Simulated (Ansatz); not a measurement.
Cost and result up the ladder for phenanthrenequinone, `O=C1C(=O)c2ccccc2-c2ccccc21` (24 atoms). Total charge 0; singlet. Geometry: PBE-D4/def2-SVP.

Cartesian coordinates in Å:
```
O -1.2534 0.0872 -3.3074
C -0.9078 -0.0466 -2.1411
C -1.5760 -1.1419 -1.2739
O -2.4391 -1.8540 -1.7693
C -1.1281 -1.2747 0.1387
C -1.7371 -2.2734 0.9246
C -1.3675 -2.4575 2.2585
C -0.3750 -1.6299 2.8119
C 0.2352 -0.6348 2.0384
C -0.1217 -0.4295 0.6872
C 0.5167 0.6200 -0.1423
C 1.5161 1.4751 0.3724
C 2.1127 2.4622 -0.4217
C 1.7286 2.6289 -1.7637
C 0.7420 1.7956 -2.2948
C 0.1360 0.7999 -1.5028
H -2.5079 -2.8933 0.4424
H -1.8455 -3.2388 2.8681
H -0.0701 -1.7601 3.8615
H 1.0067 -0.0087 2.5066
H 1.8432 1.3761 1.4163
H 2.8885 3.1098 0.0147
H 2.1991 3.4049 -2.3858
H 0.4044 1.8835 -3.3384
```

Ansatz on 4 threads of Arm Neoverse V2 on a shared host. Times are rough, and most runs start from the orbitals of an earlier one. PBE0-D4/def2-TZVP serves as the yardstick here, not as an exact answer. Differences are given only for rows in sets of like size (and for xTB, whose basis is part of the method), since another set adds its own error. Binding counts from free atoms at the same level (O triplet, C triplet, H doublet; other spins of the atoms weren't run), without zero-point energy or a counterpoise term.

B3LYP takes the VWN-RPA correlation. Correlated methods freeze 16 core orbitals. The rows differ in basis, and correlated rows in double-zeta sets carry the largest basis error.

Run but left out: HF/6-31G (restricted singlet, unstable in another Hartree–Fock run and untested here).

Correlated methods converge slowly with the basis, most of all in double-zeta sets.

| level | functions | wall time | binding energy per atom (eV) | difference from PBE0-D4/def2-TZVP (eV) | remarks |
| --- | --- | --- | --- | --- | --- |
| B3LYP-D4/6-31G | 160 | 4.9 s | 5.33 | – | – |
| PBE-D4/def2-SVP | 264 | 6 s | 5.83 | – | – |
| PBE0-D4/def2-SVP | 264 | 11 s | 5.68 | – | – |
| MP2/def2-SVP | 264 | 13 s | 5.45 | – | restricted SCF unstable |
| PBE-D4/def2-TZVP | 544 | 16 s | 5.73 | 0.16 | – |
| r2SCAN-D4/def2-TZVP (with forces) | 544 | 32 s | 5.52 | -0.06 | – |
| PBE0-D4/def2-TZVP (with forces) | 544 | 56 s | 5.57 | 0.00 | – |
